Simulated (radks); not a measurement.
Results of a calculation; reference values are marked as such.
All-electron atom: Cd23+ in [Ar] 3d7. Code: a radial shooting solver on a logarithmic mesh with Libxc functionals. Model: non-relativistic Kohn-Sham, LDA (Slater exchange, Perdew-Wang correlation), spin-unpolarised, spherical densities, point nucleus; relativity is left out, which matters for an element this heavy.

Unscreened Slater integrals over Kohn-Sham orbitals (hartree).

\begin{tabular}{lr}
integral & value \\ \hline
F0(3d,3d) & 2.9167 \\
F2(3d,3d) & 1.4811 \\
F4(3d,3d) & 0.95149 \\
F0(3d,3p) & 2.7225 \\
F2(3d,3p) & 1.3149 \\
G1(3d,3p) & 1.4519 \\
G3(3d,3p) & 0.95301 \\
F0(3d,3s) & 2.6666 \\
G2(3d,3s) & 1.0654 \\
F0(3d,2p) & 3.7531 \\
F2(3d,2p) & 1.0612 \\
G1(3d,2p) & 0.95224 \\
G3(3d,2p) & 0.54784 \\
F0(3p,3p) & 2.6046 \\
F2(3p,3p) & 1.3178 \\
F0(3p,3s) & 2.5565 \\
G1(3p,3s) & 1.6655 \\
F0(3p,2p) & 3.4679 \\
F2(3p,2p) & 0.82228 \\
G0(3p,2p) & 0.32022 \\
G2(3p,2p) & 0.34927 \\
F0(3s,3s) & 2.5170 \\
F0(3s,2p) & 3.3169 \\
G1(3s,2p) & 0.31477 \\
F0(2p,2p) & 7.7942 \\
F2(2p,2p) & 3.7168 \\
\end{tabular}

Derived for the open shells (J is the average intra-shell exchange parameter used in DFT+U). 3d: Racah B = F2/49 - 5 F4/441 = 0.01944 hartree, C = 35 F4/441 = 0.07551 hartree, C/B = 3.88, F4/F2 = 0.642, J = (F2 + F4)/14 = 0.1738 hartree.
